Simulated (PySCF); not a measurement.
All values below come from B3LYP-D3(BJ)/def2-TZVP // PBE0-D4/def2-SVP (PySCF). Isolated molecules, 0 K electronic values unless said otherwise. B3LYP has the VWN-RPA correlation part, as in Gaussian. Excitations are Tamm–Dancoff values on a coarser integration grid. The basis has no diffuse functions, so Rydberg states are missing or too high.

Reference species (SMILES): `[SiH3]c1c(Cl)ccc2ccccc12` (neutral, multiplicity 1).

```json
{
  "S1–T1 gap (TDA)": "1.34 eV",
  "HOMO": "-6.36 eV",
  "dipole_moment": "2.09 D",
  "T1 excitation (TDA)": "2.94 eV"
}
```

Changed species: `Clc1cc2c(cc1)cccc2[SiH3]`.

**Question.** Give the shifts of the S1–T1 gap (TDA), HOMO, dipole moment and T1 excitation (TDA).

**Answer.** the S1–T1 gap (TDA) decreases by 0.03 eV, to 1.31 eV; the HOMO falls by 0.05 eV, to -6.41 eV; the dipole moment rises by 0.11 D, to 2.20 D; the T1 excitation (TDA) stays essentially unchanged.
